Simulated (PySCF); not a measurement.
A structure optimised at B3LYP-D3(BJ)/def2-SVP, used in a PySCF frequency run:

```xyz
17

Ge     0.0000     0.0000     1.1600
C      0.0000     0.0000    -0.8354
C     -1.2585     0.7266    -1.3309
C      0.0000    -1.4532    -1.3309
C      1.2585     0.7266    -1.3309
H     -1.2569    -0.7257     1.6929
H      1.2569    -0.7257     1.6929
H      0.0000     1.4514     1.6929
H     -1.2827     0.7406    -2.4358
H     -2.1807     0.2305    -0.9873
H     -1.2899     1.7733    -0.9873
H     -0.8908    -2.0038    -0.9873
H      0.8908    -2.0038    -0.9873
H      0.0000    -1.4812    -2.4358
H      2.1807     0.2305    -0.9873
H      1.2899     1.7733    -0.9873
H      1.2827     0.7406    -2.4358
```
Charge 0, spin multiplicity 1.

**Question.** Write its SMILES, formula and point group.

**Answer.** C[C](C)(C)[GeH3], C4H12Ge, C3v

**Question.** What are its rotational constants (standard atomic weights)?

**Answer.** 4.2764, 1.9507, 1.9507 GHz
